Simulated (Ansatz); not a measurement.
Saddle point of SiH6ClOF, closed shell (SiH₃Cl ([SiH3][Cl]) + H₂O + HF → SiH₃ClO ([OH][SiH2][Cl]) + HF + H₂; bonds formed: Si1–O7, H2–H8, H6–F9; bonds broken: Si1–H2, H6–O7, H8–F9), PBE0-D4/def2-TZVP structure:

Si1  (-0.766, 0.623, 0.040)
H2  (-0.214, -0.515, 1.182)
H3  (-0.987, 1.569, -1.101)
H4  (-2.092, -0.011, 0.219)
Cl5  (-0.187, 2.050, 1.428)
H6  (1.064, -0.949, -0.490)
O7  (0.382, -0.283, -1.016)
H8  (0.605, -1.067, 1.019)
F9  (1.497, -1.593, 0.519)
H10  (0.697, 0.175, -1.800)
(Å)

Energies are electronic, without zero-point energy. Barriers and step energies count from the start structure reached by relaxing down the imaginary mode; all methods use the PBE0-D4 structures, on which another method's saddle can fall below an end. Ansatz 0.2.0; basis: def2-TZVPP, with def2-QZVPP for the basis limit; cores frozen in the correlated methods. B3LYP uses VWN-RPA correlation. Extrapolation: Hartree–Fock as exp(−7.88 √X), correlation as X^−2.97.

| method | barrier (eV) | step energy (eV) |
| --- | --- | --- |
| SPW92 | ? | -0.659 |
| PBE-D4 | 0.861 | -0.738 |
| BLYP-D4 | 1.039 | -0.839 |
| r2SCAN-D4 | 0.924 | -0.832 |
| B97M-V | 1.124 | -0.785 |
| PBE0-D4 | 1.053 | -0.754 |
| B3LYP-D4 | 1.163 | -0.841 |
| r2SCAN0-D4 | 1.083 | -0.824 |
| BHLYP-D4 | 1.387 | -0.855 |
| CAM-B3LYP-D4 | 1.147 | -0.845 |
| wB97X-V | 1.228 | -0.808 |
| wB97M-V | 1.225 | -0.795 |
| B2PLYP | 1.246 | -0.853 |
| PBE-QIDH | ? | -0.808 |
| RPA on PBE | ? | -0.818 |
| HF | 2.063 | -0.899 |
| MP2 | 1.240 | -0.885 |
| CCSD | 1.453 | -0.818 |
| CCSD(T) | 1.328 | -0.821 |

Problem. Fill in the withheld barriers. (To be estimated.)

Solution. By the calculation: SPW92 0.339; PBE-QIDH 1.197; RPA on PBE 1.326 eV. Each is the energy of the saddle less that of the start structure, by the same method.

For comparison, the barrier by CCSD(T) at an estimated basis limit (MP2 extrapolated from triple and quadruple zeta, plus CCSD(T) − MP2 in triple zeta) is 1.314 eV.

No T1 diagnostic of these runs exceeds 0.011.

Labels in which every atom is bracketed show which atoms are joined, not bond orders.

For scale, one of the runs: CCSD(T)/def2-TZVPP, 230 basis functions, launched by `ansatz run in.yaml --threads 4 --pin off --events-out ev --progress --plain --max-ram 9574MiB`. Hardware: 4 CPU threads of an Arm Neoverse V2, shared host. Wall time 91 s; peak host memory 3.9 GiB.
